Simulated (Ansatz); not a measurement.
C2H5BS, SMILES `BC(=C)S` at its PBE0-D4/def2-TZVP geometry, where that method's forces vanish. The species carries charge 0 and has multiplicity 1.

```json
{"atom": "B1", "x (Å)": "0.456", "y (Å)": "-1.167", "z (Å)": "0.056"}
{"atom": "C2", "x (Å)": "-0.193", "y (Å)": "0.223", "z (Å)": "-0.044"}
{"atom": "C3", "x (Å)": "0.544", "y (Å)": "1.303", "z (Å)": "0.270"}
{"atom": "S4", "x (Å)": "-1.866", "y (Å)": "0.425", "z (Å)": "-0.556"}
{"atom": "H5", "x (Å)": "1.596", "y (Å)": "-1.235", "z (Å)": "0.409"}
{"atom": "H6", "x (Å)": "-0.149", "y (Å)": "-2.165", "z (Å)": "-0.208"}
{"atom": "H7", "x (Å)": "0.165", "y (Å)": "2.321", "z (Å)": "0.227"}
{"atom": "H8", "x (Å)": "1.573", "y (Å)": "1.171", "z (Å)": "0.584"}
{"atom": "H9", "x (Å)": "-2.127", "y (Å)": "-0.876", "z (Å)": "-0.738"}
```

Q: For each bond, give half the difference of the two atoms' forces along it (eV/Å; positive pushes the atoms apart) under PBE-D4, r2SCAN-D4, B3LYP-D4, ωB97M-V in def2-TZVPP. (Best estimate.)

A: The calculation gave: 
```tsv
bond	length (Å)	PBE-D4	r2SCAN-D4	B3LYP-D4	ωB97M-V
B1–C2	1.538	-0.21	-0.08	-0.02	0.12
B1–H5	1.195	0.09	-0.02	-0.10	-0.15
B1–H6	1.197	0.06	-0.05	-0.10	-0.11
C2–C3	1.345	0.53	0.27	0.08	-0.19
C2–S4	1.762	0.05	0.09	0.25	0.20
C3–H7	1.087	-0.04	-0.11	-0.09	0.01
C3–H8	1.083	-0.01	-0.09	-0.10	-0.03
S4–H9	1.340	0.25	0.00	-0.04	-0.10
```

B3LYP here is the variant with VWN-RPA as its local correlation; programs differ in this.

Results of the Gaussian-basis code of Ansatz.
